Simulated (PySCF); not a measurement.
Z-matrix (Å, degrees):
```
Sn
C 1 2.1795
H 2 1.1037 1 107.86
H 2 1.1039 3 106.26 1 115.13
C 2 1.5273 3 110.97 4 120.73
H 5 1.1031 2 111.84 3 61.07
H 5 1.1033 6 106.89 2 -122.69
H 5 1.1044 6 106.90 7 -114.20
C 1 2.1795 2 110.17 3 59.78
H 9 1.1037 1 107.89 2 58.84
H 9 1.1039 10 106.26 1 -115.10
C 9 1.5272 10 110.97 11 -120.73
H 12 1.1031 9 111.85 10 -61.08
H 12 1.1033 13 106.89 9 122.69
H 12 1.1044 13 106.90 14 114.20
C 1 2.1797 2 108.13 3 -179.75
H 16 1.1037 1 107.86 2 -177.66
H 16 1.1039 17 106.26 1 115.11
C 16 1.5272 17 110.98 18 120.72
H 19 1.1031 16 111.87 17 61.18
H 19 1.1032 20 106.89 16 -122.69
H 19 1.1044 20 106.89 21 -114.21
C 1 2.1797 2 110.10 3 -59.34
H 23 1.1037 1 107.84 2 -62.36
H 23 1.1040 24 106.26 1 -115.13
C 23 1.5273 24 110.97 25 -120.72
H 26 1.1032 23 111.86 24 -61.16
H 26 1.1032 27 106.89 23 122.69
H 26 1.1044 27 106.90 28 114.21
```
Charge 0, spin multiplicity 1.

Question: What LUMO, total energy and dipole moment does r2SCAN-D4/def2-TZVP // r2SCAN-D4/def2-SVP (PySCF) give?

Answer: 
```yaml
LUMO: 0.25 eV
total_energy: -531.1787 Ha
dipole_moment: 0.00 D
```
